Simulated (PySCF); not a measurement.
A PySCF script (with the pyscf-properties extension) for the NMR shieldings of SMILES C=CC[Si@@](O)([SiH3])OC=C, C5H12O2Si2, on a GFN2-xTB geometry:

```python
import basis_set_exchange as bse
import numpy as np
from pyscf import gto, dft
from pyscf.prop import nmr

atoms = """
C    -3.403578   -0.924223   -0.062499
C    -2.534756   -0.141733    0.554311
C    -1.216472   -0.580288    1.076870
Si    0.169957    0.077568   -0.065846
O     0.097332   -0.681114   -1.517994
Si    0.180550    2.366797   -0.341691
O     1.535867   -0.453830    0.649651
C     2.762979   -0.691273    0.145170
C     3.822057   -0.873454    0.913937
H    -4.337425   -0.553318   -0.449496
H    -3.219197   -1.978664   -0.191896
H    -2.745966    0.914923    0.668045
H    -1.070742   -0.188674    2.082686
H    -1.175631   -1.668892    1.133196
H    -0.716346   -0.744927   -2.008552
H     1.454189    2.901546   -0.839978
H    -0.113388    3.084315    0.903944
H    -0.845049    2.795556   -1.305011
H     2.813980   -0.736762   -0.935687
H     3.747896   -0.827080    1.985832
H     4.784820   -1.079529    0.486621
"""
names = dict.fromkeys(["C", "Si", "O", "H"], "pcSseg-1")
basis = {el: gto.basis.parse(bse.get_basis(n, elements=[el], fmt="nwchem")) for el, n in names.items()}
mol = gto.M(atom=atoms, basis=basis, charge=0, verbose=0)
mf = dft.RKS(mol, xc="PBE0")
mf.grids.level = 2
mf.grids.alignment = dft.numint.BLKSIZE   # the property module wants whole blocks of grid points
mf.conv_tol = 1e-9
mf.kernel()

calc = nmr.RKS(mf)   # GIAO
C = mf.mo_coeff
Co = C[:, mf.mo_occ > 0]
resp = mf.gen_response(singlet=True, hermi=2)
def vind(x):   # induced exchange potential for any number of trial vectors
    d = np.einsum("pi,xij,qj->xpq", C, 2 * x.reshape(-1, C.shape[1], Co.shape[1]), Co, optimize=True)
    return np.einsum("xpq,pi,qj->xij", resp(d - d.transpose(0, 2, 1)), C, Co, optimize=True).ravel()
mo1, _ = nmr.rhf.solve_mo1(calc, with_cphf=vind)
sigma = calc.kernel(mo1)
for i, s in enumerate(sigma):   # ppm
    print("%2d %-2s %9.2f" % (i, mol.atom_pure_symbol(i), np.trace(s) / 3))
```

Problem. What are the results?

Solution. 
```
 0 C      66.41
 1 C      44.76
 2 C     150.60
 3 Si    358.48
 4 O     289.98
 5 Si    479.51
 6 O     192.55
 7 C      35.34
 8 C      86.32
 9 H      26.51
10 H      26.34
11 H      25.68
12 H      29.72
13 H      29.69
14 H      29.48
15 H      28.41
16 H      28.51
17 H      28.54
18 H      24.83
19 H      26.84
20 H      27.17
```

These numbers come from an equivalent density-fitted implementation of the same equations, which agrees with the script to about 0.01 ppm for H and up to a few tenths of a ppm for heavy atoms, so last digits may differ.

Problem. Turn these shieldings into chemical shifts. References, each an isolated molecule treated in the same way: TMS for ¹³C (σ = 186.93 ppm) and ²⁹Si (σ = 349.16 ppm) and ¹H (σ = 31.72 ppm); H2O for ¹⁷O (σ = 336.08 ppm).

Solution. Averaging equivalent atoms: C 7: 151.6; C 1: 142.2; C 0: 120.5; C 8: 100.6; C 2: 36.3; Si 3: -9.3; Si 5: -130.4; O 6: 143.5; O 4: 46.1; H 18: 6.88; H 11: 6.04; H 10: 5.38; H 9: 5.21; H 19: 4.88; H 20: 4.55; H 15/16/17: 3.23; H 14: 2.24; H 13: 2.03; H 12: 2.00 ppm. Experimental scales use liquid or dissolved standards, which lie at an offset from isolated H2O (liquid H2O: subtract about 36 ppm).

Size and cost of the density-fitted run: 227 basis functions, 61 s wall time on 1 thread of an Arm Neoverse V1, shared host; peak memory 1 GiB.
